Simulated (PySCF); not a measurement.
A structure optimised at B3LYP-D3(BJ)/def2-SVP, used in a PySCF frequency run:

```xyz
9

C      1.3744    -1.6822     0.0000
C     -0.0929    -1.4446     0.0000
F     -0.8086    -2.5877     0.0000
C     -0.7793    -0.2977     0.0000
Br     0.0253     1.4116     0.0000
H      1.6587    -2.2706     0.8880
H      1.9301    -0.7372     0.0000
H      1.6587    -2.2706    -0.8880
H     -1.8693    -0.2934     0.0000
```

Question: Write its SMILES, formula and point group.

Answer: C/C(F)=C\Br, C3H4BrF, Cs

Question: What are its rotational constants (standard atomic weights)?

Answer: 8.9537, 1.4135, 1.2302 GHz
